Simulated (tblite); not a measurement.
C₃H₅O₄S (doublet state).
SMILES with atom numbers: `[CH3:1][S:2](=[O:3])(=[O:4])[CH2:5][C:6]([O:7])=[O:8]` (hydrogens: H9, H10, H11 on C1; H12, H13 on C5)

Structure optimised with GFN2-xTB, isolated species. This method treats the open shell by occupation alone, without spin polarisation.

Q: Give the optimised bond lengths and angles.

A: 
```tsv
bond	length (Å)
C1–S2	1.802
S2=O3	1.443
S2=O4	1.425
S2–C5	1.825
C5–C6	1.674
C6–O7, C6=O8	1.199
C1–H9, C1–H10, C1–H11	1.082
C5–H12, C5–H13	1.087
```

Bonds in one row agree within 0.01 Å and their mean is given. A selection of angles:
```tsv
angle	degrees
C1–S2–O3	108.7
C1–S2–O4	111.0
C1–S2–C5	107.8
O3–S2–O4	118.3
O3–S2–C5	99.8
O4–S2–C5	110.2
S2–C5–C6	110.8
C5–C6–O7	112.6
C5–C6–O8	105.2
O7–C6–O8	142.2
```

Torsions: C1–S2–C5–C6 63° (synclinal); S2–C5–C6–O7 -29° (synperiplanar). The mirror-image conformer, all signs reversed, is as good.

The 2 C–S bonds span 1.802 Å (C1–S2, drawn single) to 1.825 Å (S2–C5, drawn single), a spread of 0.023 Å. S2 (sulfur bonded to 2 C and 2 O) is distorted tetrahedral (angles from 99.8° to 118.3°). Of the pairs four or more bonds apart, O7···H9 is among the closest relative to their van der Waals radii: 2.24 Å, 82 % of the sum of Bondi's values. C6 (carbon bonded to C and 2 O) is planar (angles 142.2°, 112.6° and 105.2°, sum 359.9°, 0.02 Å off the plane of its three neighbours).

Point group: C1 (no symmetry element, even within 0.4 Å). Its GFN2-xTB frequencies are all real (lowest 30 cm⁻¹).

All values are computed, not measured.
